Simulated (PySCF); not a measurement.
Cartesian coordinates (Å):
```xyz
6

Y      0.0664    -0.0169     0.0801
Cl     0.2458     2.3022    -0.7512
Cl     1.2042    -2.0349    -0.7772
N     -1.2179    -0.3106     1.7273
H     -1.7738     0.4074     2.2125
H     -1.4149    -1.2006     2.2056
```
Charge 0, multiplicity 1.

**Question.** Predict the charge on the central atom (Mulliken), HOMO, LUMO, total energy, dipole moment and HOMO–LUMO gap from TPSSh-D3(BJ)/def2-TZVP // PBE-D3(BJ)/def2-SVP (PySCF).

**Answer.** 
```
Quantity                                       Value
-------------------------------------  -------------
charge on the central atom (Mulliken)         1.34 e
HOMO                                        -6.90 eV
LUMO                                        -2.49 eV
total energy                           -1014.9824 Ha
dipole moment                                 2.75 D
HOMO–LUMO gap                                4.40 eV
```
